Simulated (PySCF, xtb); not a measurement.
Sn(F)3(SH) (F3HSSn), SMILES [SH][Sn]([F])([F])[F]. One conformer was computed; it need not be the lowest.

Harmonic wavenumbers (cm⁻¹) from GFN2-xTB (xtb) at its own minimum, in rising order: 39, 74, 79, 97, 110, 111, 247, 379, 402, 407, 645, 2347.

Problem. What does B3LYP-D3(BJ)/def2-SVP in PySCF give at its own minimum? (The exact figures need the calculation; the answer reports its results.)

Solution. 67, 110, 123, 169, 174, 191, 365, 638, 660, 661, 749, 2655. Paired by order, the mean absolute difference is 135 cm⁻¹ and the zero-point energies are 7.1 and 9.4 kcal/mol.
